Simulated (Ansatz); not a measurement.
Ansatz (a first-principles code) input (CCSD(T)/aug-cc-pV(D+d)Z):
A basis named .json is the Basis Set Exchange file of that set.

Ansatz 0.2 input:
```yaml
crystal:
  periodic: [false, false, false]
  atoms:
    - {symbol: Si, position_ang: [0.28365831, 0.25519452, 0.28873510]}
    - {symbol: C, position_ang: [-1.54645562, 0.24744400, 0.19044087]}
    - {symbol: F, position_ang: [0.88766646, -0.77143097, -0.79324826]}
    - {symbol: H, position_ang: [0.81460811, 1.60346374, -0.00388807]}
    - {symbol: H, position_ang: [0.76546288, -0.20544996, 1.61137003]}
    - {symbol: H, position_ang: [-2.13876868, 1.15273171, 0.26199539]}
    - {symbol: H, position_ang: [-2.12278315, -0.66525398, 0.08482042]}
basis:
  gaussian:
    orbitals: aug-cc-pV_D+d_Z.json
magnetization: {spin_polarized: true, initial_magnetization: 1}
correlation: {method: ccsd_t, electrons: outside_noble_gas}
```

Output:

```
Functional definition: HF
integrals: 0.31 GiB planned
1129 factors; integrals over basis functions are off by at most 8.9e-4 eV
mean field: 0.38 GiB planned
mean field evaluation 1: about -11660.5843 eV, gradient 2.2e1 eV
mean field evaluation 2: about -11660.5849 eV, gradient 2.2e1 eV
mean field evaluation 4: about -11663.1261 eV, gradient 2.5e0 eV
mean field evaluation 8: about -11663.1962 eV, gradient 1.5e-1 eV
mean field evaluation 16: about -11663.1851 eV, gradient 8.6e-1 eV
mean field -11663.19667093 eV, -428.6145720580 hartree, gradient 1.3e-6 eV, S^2 0.760245; 0 other end points of the search recorded, 0 dependent functions left out
7 core orbitals not correlated
reference -11663.19667093 eV, -428.6145720580 hartree; 10, 9 occupied and 97, 98 virtual orbitals, 1129 factors
second order -11.66521749 eV of doubles, -0.00000000 eV of singles
coupled cluster: 1.13 GiB planned
cycle   1  -12.27177379 eV  change   -6.1e-1 eV  update   8.4e-2
cycle   2  -12.59260794 eV  change   -3.2e-1 eV  update   2.6e-2
cycle   3  -12.68530284 eV  change   -9.3e-2 eV  update   1.4e-2
cycle   4  -12.68464595 eV  change    6.6e-4 eV  update   3.9e-3
cycle   5  -12.68343753 eV  change    1.2e-3 eV  update   1.8e-3
cycle   6  -12.68398977 eV  change   -5.5e-4 eV  update   7.7e-4
cycle   7  -12.68409066 eV  change   -1.0e-4 eV  update   3.1e-4
cycle   8  -12.68409443 eV  change   -3.8e-6 eV  update   1.3e-4
cycle   9  -12.68411964 eV  change   -2.5e-5 eV  update   5.8e-5
cycle  10  -12.68410363 eV  change    1.6e-5 eV  update   2.5e-5
cycle  11  -12.68409730 eV  change    6.3e-6 eV  update   1.1e-5
perturbative correction -0.30931229 eV, -0.0113670170 hartree
Total energy: -11676.19008052 eV, -429.0920710533 hartree
```

It need not be the lowest isomer of its formula.
